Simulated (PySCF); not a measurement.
C3H8N, SMILES C[N]CC, multiplicity 2. Atoms are numbered in the order given.

```xyz
12

C      0.1571     1.8834     0.0000
C     -0.4604     0.4895     0.0000
N      0.5441    -0.5430     0.0000
C     -0.0209    -1.8636     0.0000
H     -0.6223     2.6614     0.0000
H      0.7904     2.0219    -0.8895
H      0.7904     2.0219     0.8895
H     -1.1280     0.3608    -0.8811
H     -1.1280     0.3608     0.8811
H      0.7719    -2.6263     0.0000
H     -0.6687    -2.0279     0.8871
H     -0.6687    -2.0279    -0.8871
```
Charge 0, spin multiplicity 2.

The structure is a stationary point at TPSSh-D3(BJ)/def2-SVP. The isomer is the one that the SMILES or the coordinates give; other isomers of the formula were not compared. The values are those of a single conformer.

Method: CAM-B3LYP/def2-TZVP (PySCF).

Gas-phase values at a fixed geometry.

```yaml
total_energy: -173.78991 hartree
point_group: Cs
"α spin, highest occupied and lowest empty level": -8.53 and 2.05 eV
"β spin, highest occupied and lowest empty level": -8.61 and -0.85 eV
dipole_moment: 1.68 D
quadrupole, principal values (traceless, Buckingham form, about the centre of nuclear charge): -3.10, 0.39, 2.71 D·Å
mean_static_polarisability: 46.9 bohr³ (6.95 Å³)
polarisability_principal_values: 41.0, 43.7, 56.0 bohr³
"⟨S²⟩": 0.755 (pure state 0.75)
```
